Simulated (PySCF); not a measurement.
Stationary points of GeF3

Computed with PySCF, PBE0, basis Ge def2-SVP, F def2-SVP (no relativity, density fitting).

Relaxations began from a few typed shapes; open shells are unrestricted. The search is not exhaustive: other isomers or separated fragments can lie lower, and high-lying points may rest on an excited occupation.

| spin | group | bonds | angles | imaginary modes (cm⁻¹) | ΔE (kJ/mol) | ΔE with ZPE (kJ/mol) |
| --- | --- | --- | --- | --- | --- | --- |
| doublet | C3v | Ge–F 1.728 Å (×3) | F–Ge–F 106.5° (×3) | none | 0.0 | 0.0 |
| doublet | C2v | Ge–F 1.724 Å, Ge–F 1.779 Å (×2) | F–Ge–F 99.0° (×2), F–Ge–F 162.0° | 266i | 98.1 | – |
| doublet | D3h | Ge–F 1.770 Å (×3) | F–Ge–F 120.0° (×3) | 398i, 58i, 58i | 108.6 | – |

The lowest minimum found is the doublet C3v: Ge–F 1.728 Å (×3); F–Ge–F 106.5° (×3).
